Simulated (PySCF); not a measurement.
## Correlation energy of Kr²⁺ (krypton, charge +2)

[Ar] 3d10 4s2 4p4, high-spin 3P determinant. All numbers are calculated (PySCF 2.14, scalar relativity by spin-free X2C-1e, in aug-cc-pVTZ-DK). Frozen: [Ar] 3d10; 6 electrons correlated.

MP2 pair energies summed by pair of shells (mhartree):

```csv
pair,energy,share (%)
4s-4p,-50.19,46.3
4p-4p,-50.10,46.2
4s-4s,-8.21,7.6
```

Total MP2 correlation energy: -108.50 mhartree.

Same-spin part -24.30 and opposite-spin part -84.20 mhartree; SCS-MP2 scales them by 1/3 and 6/5 to -109.14 mhartree.
